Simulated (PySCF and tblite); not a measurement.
The numbers below are computed, except where a source is named.
System: C4H12B2N2, numbered as in [BH2:1][N:2]([CH3:3])[BH:4][NH:5][CH:6]1[CH2:7][CH2:8]1.

Motion: rotation about the B4–N2 bond (torsion N5–B4–N2–B1 from 0° to 180°, rising). GFN2-xTB gives an electronic barrier of 6.0 kcal/mol and a reaction energy of 0.0 kcal/mol.

**Question.** What does BHandHLYP/pcSseg-1 + D3(BJ), IEF-PCM dichloromethane give on GFN2-xTB geometries?

**Answer.** A barrier of 6.6 kcal/mol, 0.6 above the tight-binding barrier (from unrounded values), a reaction energy of -2.1 kcal/mol and, with GFN2-xTB thermal terms, ΔG‡(298 K) = 6.5 kcal/mol and k = 2×10⁸ s⁻¹ (2 equivalent paths).

Programs: tblite and PySCF.
